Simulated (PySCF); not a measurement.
PySCF 2.14 output of a UHF calculation on a single atom or ion in def2-TZVP (6s4p4d1f, 45 functions), with the non-relativistic Hamiltonian (point nucleus):

```
SCF conv_tol = 1e-09
number electrons alpha = 10  beta = 9
cycle= 1 E= -759.080096177942  delta_E= -0.00199  |g|= 0.0137  |ddm|= 0.0312
cycle= 2 E= -759.080177028633  delta_E= -8.09e-05  |g|= 0.00339  |ddm|= 0.00602
cycle= 3 E= -759.08018251423  delta_E= -5.49e-06  |g|= 0.000395  |ddm|= 0.00191
cycle= 4 E= -759.080182602439  delta_E= -8.82e-08  |g|= 4.2e-05  |ddm|= 0.000319
cycle= 5 E= -759.08018260394  delta_E= -1.5e-09  |g|= 8.51e-06  |ddm|= 5.4e-05
cycle= 6 E= -759.080182604019  delta_E= -7.95e-11  |g|= 1.97e-06  |ddm|= 1.21e-05
converged SCF energy = -759.080182604019  <S^2> = 0.75114112  2S+1 = 2.0011408
```

The run itself started from symmetry-adapted Hartree-Fock orbitals and held the occupation by maximum overlap, so the iterations belong to that start.

Which element, charge and spin multiplicity is this?

Sc²⁺ (scandium, charge +2), multiplicity 2; the state was [Ar] 3d1, 2D determinant.
